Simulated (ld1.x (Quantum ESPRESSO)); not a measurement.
**What the settings do to the ultrasoft potential of As (Z = 33)**

Base potential:

```json
{"Element": "arsenic (As)", "Generator": "ld1.x (Quantum ESPRESSO) 7.5", "Type": "ultrasoft", "Functional": "LDA (PZ)", "Relativity": "fully relativistic", "Frozen core": "[Ar] 3d10", "Valence charge": "5", "Reference configuration": "4s1 4p4", "Partial waves": "4s (bound): rcut 1.70, rcutus 1.85 bohr; 4s channel at -0.75 Ry: rcut 1.70, rcutus 1.85 bohr; 4p (bound): rcut 1.20, rcutus 1.60 bohr; 4p channel at 2.9 Ry: rcut 1.20, rcutus 1.60 bohr; 4d channel at -0.05 Ry: rcut 1.30, rcutus 1.75 bohr; 4d channel at 1.6 Ry: rcut 1.30, rcutus 1.75 bohr", "Local potential": "all-electron potential smoothed inside 1.60 bohr (lloc = -1)", "Core correction": "Bessel-smoothed model core inside 1.55 bohr", "Augmentation charge": "PSQ, radius 1.25 bohr"}
```

Open shells are filled in proportion to 2j + 1 (rel_dist='average').

All-electron outer shells of the reference configuration (LDA (PZ), scalar-relativistic, ld1.x):

| shell | level (eV) | outermost node (bohr) | outermost maximum (bohr) |
| --- | --- | --- | --- |
| 3p | -135.08 | 0.22 | 0.52 |
| 3d | -42.52 | – | 0.47 |
| 4s | -15.59 | 0.73 | 1.59 |
| 4p | -5.98 | 0.78 | 1.95 |

Cutoffs, loose and tight: the cutoffs (Ry, on a coarse ladder) from which the occupation-weighted sum of valence levels, in a spherical-Bessel basis at the reference potential, stays within 10 and 1 mRy of its value at 400 Ry. They do not see the model core or the augmentation charge, which bear on the density cutoff. Test errors are all-electron minus pseudo excitation energies from the reference, over the configurations 4s2 4p3; 4s2 4p2; 4s2 4p1; 4s2 4p3.3; 4s1 4p0; 4s1 4p3; 4s2 4p0. A dash means not determined; rows that change the core or the reference have their own tests.

A true bound ghost makes a file unfit for plane-wave use even where its test errors are small: the radial tests pick states by their node count and pass the ghost by.

```tsv
change	outcome	cutoff, loose	cutoff, tight	bound ghosts	largest test error (meV)
base	generated	8 Ry	21 Ry	d5/2, d3/2	-392
waves 4s (bound): rcut 1.16, rcutus 1.24 bohr; 4s channel at -0.75 Ry: rcut 1.16, rcutus 1.24 bohr	failed: find_q: problem finding q	–	–	–	–
waves 4s (bound): rcut 1.24, rcutus 1.32 bohr; 4s channel at -0.75 Ry: rcut 1.24, rcutus 1.32 bohr	failed: chargeps: negative rho	–	–	–	–
waves 4s (bound): rcut 1.70, rcutus 1.96 bohr; 4s channel at -0.75 Ry: rcut 1.70, rcutus 1.96 bohr	generated	8 Ry	21 Ry	d5/2, d3/2	-387
waves 4s (bound): rcut 1.70, rcutus 2.10 bohr; 4s channel at -0.75 Ry: rcut 1.70, rcutus 2.10 bohr	generated	8 Ry	21 Ry	d5/2, d3/2	-377
waves 4s (bound): rcut 1.70, rcutus 2.22 bohr; 4s channel at -0.75 Ry: rcut 1.70, rcutus 2.22 bohr	generated	8 Ry	21 Ry	d5/2, d3/2	-367
waves 4s (bound): rcut 1.70, rcutus 2.40 bohr; 4s channel at -0.75 Ry: rcut 1.70, rcutus 2.40 bohr	generated	8 Ry	21 Ry	d5/2, d3/2	-348
waves 4s (bound): rcut 1.70, rcutus 2.56 bohr; 4s channel at -0.75 Ry: rcut 1.70, rcutus 2.56 bohr	generated	8 Ry	21 Ry	d5/2, d3/2	-330
waves 4s (bound): rcut 1.70, rcutus 2.82 bohr; 4s channel at -0.75 Ry: rcut 1.70, rcutus 2.82 bohr	generated	8 Ry	21 Ry	d5/2, d3/2	-372
```

(1) What comes out with this change to the base: waves 4s (bound): rcut 1.42, rcutus 1.50 bohr; 4s channel at -0.75 Ry: rcut 1.42, rcutus 1.50 bohr?

(2) What comes out with this change to the base: waves 4s (bound): rcut 1.60, rcutus 1.70 bohr; 4s channel at -0.75 Ry: rcut 1.60, rcutus 1.70 bohr?

## Answers

(1) outcome: generated; cutoff, loose: 15 Ry; cutoff, tight: 25 Ry; bound ghosts: d5/2, d3/2; largest test error (meV): -395.

(2) outcome: generated; cutoff, loose: 10 Ry; cutoff, tight: 21 Ry; bound ghosts: d5/2, d3/2; largest test error (meV): -394.

Reading the sweep of the s radius (base included, trends over the rows without a ghost): Bound ghosts are found at 1.5, 1.7, 1.85, 1.96, 2.1, 2.22, 2.4, 2.56, 2.82 bohr. Every judged row has one, so this setting neither creates nor removes them. The generation fails at 1.24, 1.32 bohr.
